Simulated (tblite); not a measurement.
Species: C₅H₁₀O₂Si.
Numbering: `[O:1]=[CH:2][C@@:3]1([SiH3:4])[CH2:5][C@H:6]1[CH2:7][OH:8]` (hydrogens: H9 on C2; H10, H11, H12 on Si4; H13, H14 on C5; H15 on C6; H16, H17 on C7; H18 on O8)

Cartesian coordinates in Å at the GFN2-xTB level; atoms count from 1:
```xyz
18
C5H10O2Si angstrom
O      1.661    2.150   -0.710
C      0.729    1.641   -0.134
C      0.685    0.208    0.120
Si     2.323   -0.576   -0.439
C     -0.096   -0.291    1.320
C     -0.625   -0.549   -0.040
C     -1.889    0.117   -0.542
O     -2.998   -0.746   -0.434
H     -0.109    2.261    0.240
H      2.225   -1.994   -0.066
H      3.416    0.052    0.293
H      2.430   -0.446   -1.887
H     -0.591    0.455    1.929
H      0.333   -1.103    1.886
H     -0.522   -1.557   -0.429
H     -2.080    1.052    0.002
H     -1.804    0.347   -1.608
H     -3.097   -1.012    0.487
```

Computed values, GFN2-xTB/tblite, gas phase, harmonic and unscaled. This tight-binding method is rough: wavenumbers can miss measured ones by several per cent, in bad cases by 10 to 20. Modes of hydrogen on silicon can be 10 to 20 % off. One conformer, not necessarily the lowest.

Harmonic wavenumbers (cm⁻¹): 62.7, 83.5, 125.6, 138.6, 167.0, 180.7, 277.7, 300.6, 353.3, 402.8, 416.9, 516.1, 561.0, 590.5, 633.5, 751.3, 787.6, 793.1, 866.6, 880.7, 888.3, 942.2, 949.9, 1037.4, 1054.9, 1063.3, 1089.1, 1136.7, 1171.7, 1217.0, 1280.5, 1309.9, 1339.0, 1356.9, 1413.3, 1469.3, 1476.5, 1729.5, 2221.6, 2315.6, 2327.5, 2756.6, 2883.5, 2969.5, 3030.0, 3062.7, 3089.2, 3539.3.

A = 2799, B = 1019, C = 873.9 MHz; mass 130.045 u (most abundant isotopes); point group C1, symmetry number 1.

What is the zero-point energy?

Half the sum of the wavenumbers: 29505 cm⁻¹ = 84.36 kcal/mol.

Give the ideal-gas entropy at 273.15 K and 1 bar in the rigid-rotor, harmonic-oscillator model (classical rotation).

Translation 40.09, rotation 28.98, vibration 26.12: S = 95.2 cal/(mol K).

And Cp and H(273.15 K) − H(0)?

Cp = 36.47 cal/(mol K), of which vibrations give 28.52 (their classical limit is 48 R = 95.4); H(273.15 K) − H(0) = 6.08 kcal/mol without the zero-point energy, 3.91 from vibrations.

What must be added to the electronic energy to get the Gibbs energy at 273.15 K and 1 bar?

ZPE + [H(273.15 K) − H(0)] − T·S = 84.36 + 6.08 − 26.00 = 64.44 kcal/mol.

Which modes carry the vibrational entropy at 273.15 K?

62.7 cm⁻¹: 4.20; 83.5 cm⁻¹: 3.64; 125.6 cm⁻¹: 2.84; 138.6 cm⁻¹: 2.66; 167.0 cm⁻¹: 2.30; 180.7 cm⁻¹: 2.16 cal/(mol K); the other 42 give 8.32 together.

Blend soft modes into free rotors: weight 1/[1 + (100 cm⁻¹/ν̃)⁴] for the oscillator and the rest for a rotor with moment μB/(μ + B), μ = h/(8π²ν), B = 10⁻⁴⁴ kg m². What vibrational entropy results?

24.70 cal/(mol K) in place of 26.12, which changes −T·S at 273.15 K by +0.39 kcal/mol.

Hindered rotation and anharmonicity are outside this model. Other conformers, if any are populated, would add a mixing term that is left out. The structure is chiral; the term R ln 2 for an equal mix with its mirror image is left out.
